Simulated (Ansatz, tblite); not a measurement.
Forces on the cluster CaTe₂ at its r2SCAN-D4/def2-TZVP geometry. Total charge 0; singlet.

In the def2 sets Te takes a core potential; there is no spin–orbit coupling. The xTB rows come from tblite. Correlated methods freeze 13 core orbitals; core or outer-core shells of Ca, Te are correlated, in sets that lack core-valence functions. The structure comes from a short search, and lower isomers may exist.

GFN1-xTB (tblite), largest force 0.37 eV/Å:

```xyz
3
positions Å, forces eV/Å
Ca    0.523    0.546    1.436   -0.119   -0.124   -0.326
Te    0.357   -1.524   -0.468    0.030    0.121    0.151
Te   -0.880    0.979   -0.968    0.089    0.003    0.175
```

GFN2-xTB (tblite), largest force 0.76 eV/Å:

```
Ca 0.044 0.046 0.121
Te 0.309 -0.693 0.073
Te -0.354 0.647 -0.195
```

PBE-QIDH/def2-TZVP (Ansatz), largest force 0.23 eV/Å:

```
Ca -0.013 -0.013 -0.035
Te -0.096 0.213 -0.024
Te 0.109 -0.200 0.059
```
